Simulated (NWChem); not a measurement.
BH₃O; SMILES OB

```xyz
5

B      0.0177     0.6993     0.0000
H      1.0496     1.3042     0.0000
H     -1.0524     1.2465     0.0000
O      0.1014    -0.6457     0.0000
H     -0.7540    -1.0829     0.0000
```
Atoms are numbered in this order, from 1.

Results from NWChem. Structure relaxed at the PBE0-D3(BJ)/def2-TZVP level. Atomic charges in e: unrestrained fits to the electrostatic potential beside Mulliken populations; buried atoms are poorly determined by the fit.

### Question
Estimate the computed values for B3LYP/def2-SVP. Quantities: ESP B1; Mulliken B1; ESP O4; Mulliken O4; relative RMS misfit of the potential (%).

### Answer
The ESP B1 is 0.46 and the Mulliken B1 comes out as 0.05. The ESP O4 is -0.54. The Mulliken O4 is -0.10 and the relative RMS misfit of the potential (%) is 25.
